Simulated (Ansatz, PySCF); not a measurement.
H3O3P. Atoms are numbered in the order given.

```xyz
7

P      0.0000     0.0000    -0.4897
O      1.1551     0.8556     0.3254
O     -1.3185     0.5726     0.3254
O      0.1634    -1.4282     0.3254
H      1.3766     1.6661    -0.1547
H     -2.1312     0.3591    -0.1547
H      0.7546    -2.0252    -0.1547
```

Geometry optimised at B3LYP-D3(BJ)/def2-SVP. The values are those of a single conformer.

Vertical ionisation energy (IE) and electron affinity (EA) in eV. Rows of orbital energies are one-electron estimates. Where ΔSCF, EOM or ADC give a negative EA the extra electron is unbound and the value depends on the basis.

```json
[
 {"level": "−ε(HOMO), −ε(LUMO), r2SCAN/def2-TZVPD (PySCF)", "IE": "6.11", "EA": "0.24"},
 {"level": "−ε(HOMO), −ε(LUMO), PBE/def2-TZVPD (PySCF)", "IE": "5.90", "EA": "0.71"},
 {"level": "ΔSCF, CAM-B3LYP/def2-SVPD (Ansatz), final states of multiplicity 2 and 2", "IE": "9.83", "EA": "-1.76"},
 {"level": "ΔSCF, PBE/def2-SVPD (Ansatz), final states of multiplicity 2 and 2", "IE": "9.36", "EA": "-1.38"}
]
```

What vertical singlet–triplet gap does ΔSCF give with CAM-B3LYP/def2-SVPD (Ansatz, an electronic-structure program) and with PBE/def2-SVPD (Ansatz)? (An estimate is asked for; the answer gives what the named calculation found.)

5.29 and 4.88 eV (triplet above singlet where positive).
